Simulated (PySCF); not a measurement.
PySCF 2.14 output of an unrestricted r2SCAN calculation on a single atom or ion in aug-cc-pVDZ (7s6p4d2f, 59 functions), with the non-relativistic Hamiltonian (point nucleus):

```
SCF conv_tol = 1e-09
number electrons alpha = 15  beta = 9
    J. W. Furness, A. D. Kaplan, J. Ning, J. P. Perdew, and J. Sun.,  J. Phys. Chem. Lett. 11, 8208-8215 (2020)
    J. W. Furness, A. D. Kaplan, J. Ning, J. P. Perdew, and J. Sun.,  J. Phys. Chem. Lett. 11, 9248-9248 (2020)
    J. W. Furness, A. D. Kaplan, J. Ning, J. P. Perdew, and J. Sun.,  J. Phys. Chem. Lett. 11, 8208-8215 (2020)
    J. W. Furness, A. D. Kaplan, J. Ning, J. P. Perdew, and J. Sun.,  J. Phys. Chem. Lett. 11, 9248-9248 (2020)
cycle= 1 E= -1044.29241030656  delta_E= -0.00716  |g|= 0.0332  |ddm|= 0.761
cycle= 2 E= -1044.29240537856  delta_E= 4.93e-06  |g|= 0.0323  |ddm|= 0.169
cycle= 3 E= -1044.29281049286  delta_E= -0.000405  |g|= 0.00152  |ddm|= 0.0583
cycle= 4 E= -1044.29281148293  delta_E= -9.9e-07  |g|= 7.19e-05  |ddm|= 0.00514
cycle= 5 E= -1044.29281148823  delta_E= -5.3e-09  |g|= 1.32e-05  |ddm|= 0.00185
cycle= 6 E= -1044.29281148837  delta_E= -1.41e-10  |g|= 3.36e-06  |ddm|= 0.000138
converged SCF energy = -1044.29281148837  <S^2> = 12.000671  2S+1 = 7.0001917
```

The run itself started from symmetry-adapted Hartree-Fock orbitals and held the occupation by maximum overlap, on a logarithmic radial grid, so the iterations belong to that start.

**Question.** Which element, charge and spin multiplicity is this?

**Answer.** Cr (chromium, neutral), multiplicity 7; the state was [Ar] 3d4 4s1 4p1, one real determinant (an excited configuration).

⟨L²⟩ = 8.00 against 12 for a pure F term, so this real determinant mixes terms.
